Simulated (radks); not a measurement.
The numbers below are computed, except where a source is named.
Task: These are the eigenvalues of the occupied orbitals of an atom or ion with whole-number occupations (hartree). Code: a radial shooting solver on a logarithmic mesh with Libxc functionals. Model: Dirac Kohn-Sham, B86b exchange with PBE correlation, spin-unpolarised, spherical densities, point nucleus.

orbital  eigenvalue
1s1/2     -1019.710
2s1/2     -152.8685
2p1/2     -142.5711
2p3/2     -134.8196
3s1/2     -29.23397
3p1/2     -25.07925
3p3/2     -23.67916
3d3/2     -16.33379
3d5/2     -16.04698
4s1/2      -4.67041
4p1/2      -3.31422
4p3/2      -3.06997
4d3/2      -0.97784
4d5/2      -0.94617
5s1/2      -0.54970

Which element is it, and in what charge state? The configuration may be excited. Open shells, if any, are shared by 2j + 1.

Result: Z = 49, indium, charge +1: In+ in [Kr] 4d10 5s2. The list shows which subshells hold electrons but not how many an open one holds; the 1s level, -1019.7 hartree, gives Z - s = 45.2 by -(Z - s)^2/2, which with screening and relativity narrows Z to a few neighbours, and the depths of the outer levels then fix element, charge and occupations together.
